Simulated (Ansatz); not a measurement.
Geometry optimisation, RKS PBE/def2-SVP (Ansatz).

The input (input.yaml):

```yaml
crystal:
  periodic: [false, false, false]
  atoms:
    - { symbol: Ta, position_ang: [-0.15733, -0.351166, 0.230291] }
    - { symbol: O, position_ang: [1.817117, -0.577591, 0.270693] }
    - { symbol: H, position_ang: [2.178324, -0.82491, 1.145807] }
    - { symbol: Cl, position_ang: [0.000682, -0.564908, 2.599807] }
    - { symbol: O, position_ang: [0.041591, 0.197599, -1.553024] }
    - { symbol: H, position_ang: [0.235089, 0.684416, -2.370666] }
    - { symbol: Cl, position_ang: [-1.842411, 1.255643, 0.57323] }
    - { symbol: Cl, position_ang: [-1.152098, -2.383756, -0.146988] }
    - { symbol: "N", position_ang: [1.543868, 2.461748, 0.905826] }
    - { symbol: H, position_ang: [1.080761, 2.222109, 1.790353] }
    - { symbol: H, position_ang: [0.829767, 2.779403, 0.24158] }
    - { symbol: H, position_ang: [2.016939, 1.611015, 0.533591] }
basis:
  gaussian: { orbitals: def2-SVP }
hamiltonian:
  xc: pbe
relax:
  f_tol: 0.03
  max_steps: 50
output:
  orbitals: {}
```

Command:

```bash
$ ansatz run input.yaml --threads 4 --pin off --max-ram 5120MiB --backend cpu --events-out ev --progress --plain --runs-dir out
```

Q: Where does it end, and by what steps?

A: The forces met the threshold. After 20 steps the energy has fallen by 0.927 eV; H6 moved furthest, 0.81 Å. Joined: Ta1–N9 (3.36 → 2.37 Å).

```tsv
step	energy less start (eV)	largest force component (eV/Å)	accepted
0	0.0000	1.010	yes
1	-0.0289	0.791	yes
2	0.0117	1.170	no
3	-0.0552	0.599	yes
4	-0.0785	0.391	yes
5	-0.0973	0.754	yes
6	-0.1195	1.145	yes
7	-0.3756	1.936	yes
8	-0.5623	2.509	yes
9	-0.8411	0.884	yes
10	-0.8861	0.460	yes
11	-0.9055	0.307	yes
12	-0.9066	0.435	yes
13	-0.9161	0.292	yes
14	-0.9188	0.260	yes
15	-0.9238	0.160	yes
16	-0.9251	0.064	yes
17	-0.9252	0.088	yes
18	-0.9254	0.107	yes
19	-0.9267	0.034	yes
20	-0.9267	0.018	yes
```

```xyz
12
Properties=species:S:1:pos:R:3
Ta -0.064 -0.090 0.281
O 1.777 -0.730 0.130
H 2.184 -1.123 0.925
Cl 0.297 -0.377 2.658
O 0.164 0.444 -1.539
H 0.914 0.296 -2.143
Cl -1.951 1.319 0.648
Cl -1.238 -2.074 -0.031
N 1.006 1.973 0.755
H 1.124 2.062 1.775
H 0.440 2.772 0.438
H 1.939 2.039 0.325
```

Whether the end is a true minimum wasn't checked by a vibrational analysis.

Run time: 84 s on 4 threads of Intel(R) Xeon(R) Platinum 8175M CPU @ 2.50GHz (Skylake/Cascade Lake), on a shared host, peak memory 0.27 GiB.
